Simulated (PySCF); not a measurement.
# Basis-set dependence of TeC at PBE

PySCF, UKS reference; singlet, unpaired electrons none; De to Te + C without counterpoise correction.

| basis | relativity | functions | Re (Å) | ωe (cm⁻¹) | De (eV) | μ (D) |
| --- | --- | --- | --- | --- | --- | --- |
| cc-pVDZ-PP/cc-pVDZ | scalar-relativistic core potentials | 37 | 1.922 | 837 | 5.28 | -2.43 |
| x2c-SVPall | spin-free X2C | 50 | 1.911 | 854 | 5.39 | -2.59 |
| aug-cc-pVDZ-PP/aug-cc-pVDZ | scalar-relativistic core potentials | 55 | 1.919 | 841 | 5.31 | -2.53 |
| def2-TZVPP | scalar-relativistic core potentials | 81 | 1.907 | 850 | 5.37 | -2.56 |

**Question.** How does each smaller set differ from the one with most functions, def2-TZVPP?

**Answer.** cc-pVDZ-PP/cc-pVDZ: +1.5 pm, -1.5 % in ωe, -0.09 eV in De; x2c-SVPall: +0.4 pm, +0.5 % in ωe, +0.02 eV in De; aug-cc-pVDZ-PP/aug-cc-pVDZ: +1.2 pm, -1.1 % in ωe, -0.06 eV in De. All at PBE; the set with most functions is neither the basis-set limit nor always the best. The rows treat relativity differently, so the differences are not basis effects alone.

A positive dipole means Te(−)C(+). Spin–orbit coupling is left out, which matters for elements this heavy, above all for dissociation energies.
